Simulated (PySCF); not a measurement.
## MgTe from Hartree–Fock to correlated methods

State: ¹Σ⁺ (singlet), closed shell. Set-up: Mg aug-cc-pVDZ, Te aug-cc-pVDZ-PP with ECP28; scalar-relativistic core potentials (PySCF 2.14). De refers to Mg + Te in their high-spin ground configurations, without counterpoise correction. A positive dipole means Mg(−)Te(+).

```json
{"Level": "RHF", "Re (Å)": "2.480", "ωe (cm⁻¹)": "356", "De (eV)": "0.089", "μ (D)": "-8.38", "CPU s a point (SCF and correlation, without the integrals)": "0.08"}
{"Level": "RHF-MP2", "Re (Å)": "2.477", "ωe (cm⁻¹)": "384", "De (eV)": "1.43", "μ (D)": "n/a", "CPU s a point (SCF and correlation, without the integrals)": "0.13"}
{"Level": "RHF-SCS-MP2", "Re (Å)": "2.486", "ωe (cm⁻¹)": "373", "De (eV)": "1.24", "μ (D)": "n/a", "CPU s a point (SCF and correlation, without the integrals)": "n/a"}
{"Level": "RHF-CCSD", "Re (Å)": "2.498", "ωe (cm⁻¹)": "351", "De (eV)": "1.05", "μ (D)": "n/a", "CPU s a point (SCF and correlation, without the integrals)": "n/a"}
{"Level": "RHF-CCSD(T)", "Re (Å)": "2.499", "ωe (cm⁻¹)": "355", "De (eV)": "1.24", "μ (D)": "n/a", "CPU s a point (SCF and correlation, without the integrals)": "2.9"}
{"Level": "PBE", "Re (Å)": "2.485", "ωe (cm⁻¹)": "355", "De (eV)": "1.67", "μ (D)": "-6.38", "CPU s a point (SCF and correlation, without the integrals)": "0.42"}
{"Level": "r²SCAN", "Re (Å)": "2.463", "ωe (cm⁻¹)": "371", "De (eV)": "1.65", "μ (D)": "-6.93", "CPU s a point (SCF and correlation, without the integrals)": "0.79"}
{"Level": "M06-L", "Re (Å)": "2.477", "ωe (cm⁻¹)": "353", "De (eV)": "1.64", "μ (D)": "-6.41", "CPU s a point (SCF and correlation, without the integrals)": "0.59"}
{"Level": "TPSSh", "Re (Å)": "2.470", "ωe (cm⁻¹)": "365", "De (eV)": "1.62", "μ (D)": "-6.94", "CPU s a point (SCF and correlation, without the integrals)": "0.67"}
{"Level": "PBE0", "Re (Å)": "2.466", "ωe (cm⁻¹)": "367", "De (eV)": "1.49", "μ (D)": "-7.01", "CPU s a point (SCF and correlation, without the integrals)": "0.96"}
{"Level": "MN15", "Re (Å)": "2.482", "ωe (cm⁻¹)": "350", "De (eV)": "1.31", "μ (D)": "-6.81", "CPU s a point (SCF and correlation, without the integrals)": "0.69"}
{"Level": "CAM-B3LYP", "Re (Å)": "2.459", "ωe (cm⁻¹)": "364", "De (eV)": "1.22", "μ (D)": "-7.17", "CPU s a point (SCF and correlation, without the integrals)": "0.93"}
```

The bond length runs from 2.459 Å (CAM-B3LYP) to 2.499 Å (RHF-CCSD(T)). De spans 0.09 eV (RHF, mean field) to 1.67 eV (PBE, GGA). Correlation at CCSD(T) changes the Hartree–Fock bond energy by +1.15 eV; the triples alone change it by +0.19 eV.

Correlated steps freeze 5 core orbitals. Correlated levels converge slowly with the basis: in double zeta they bind strong bonds too weakly, by up to about 1 eV, and carry superposition errors of some tenths. These are scalar-relativistic numbers at best; spin–orbit coupling would shift them, the dissociation energy most. Where the molecule has an RHF reference, its open-shell atoms are computed with UHF.

The whole job (state search and all levels along the bond) took about 2 min on 1 thread of Intel Xeon Platinum 8488C (shared host), peak memory 0.8 GiB.
